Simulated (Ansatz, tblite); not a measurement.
Cost and result up the ladder for CrS2(OH)2 (CrS₂O₂H₂) (7 atoms). Charge 0, multiplicity 1. Geometry: PBE-D4/def2-SVP.

Cartesian coordinates in Å:
```
Cr 0.119 0.184 0.249
S -0.724 0.339 2.058
S 1.780 1.296 0.155
O -1.049 0.724 -0.931
H -0.623 1.039 -1.757
O 0.566 -1.471 -0.080
H -0.069 -2.110 0.306
```

Ansatz on 4 threads of AMD EPYC 9R45 on a shared host; xTB runs through tblite on one thread. Times are rough, summed over both states, and most runs start from the orbitals of an earlier one. No level here is sound enough to serve as a yardstick. The other state is a triplet.

The xTB rows come from tblite.

xTB has no spin-polarisation term.

```json
{"level": "GFN2-xTB", "functions": "37", "wall time": "0.009 s", "vertical triplet (eV)": "1.89", "remarks": "–"}
{"level": "GFN1-xTB", "functions": "39", "wall time": "0.01 s", "vertical triplet (eV)": "1.79", "remarks": "–"}
{"level": "PBE-D4/def2-TZVP (with forces)", "functions": "193", "wall time": "4.2 s", "vertical triplet (eV)": "1.42", "remarks": "–"}
{"level": "PBE0-D4/def2-TZVP", "functions": "193", "wall time": "7.7 s", "vertical triplet (eV)": "0.71", "remarks": "restricted SCF unstable in HF (singlet)"}
{"level": "r2SCAN-D4/def2-TZVP", "functions": "193", "wall time": "8.5 s", "vertical triplet (eV)": "1.19", "remarks": "restricted SCF unstable in HF (singlet)"}
```
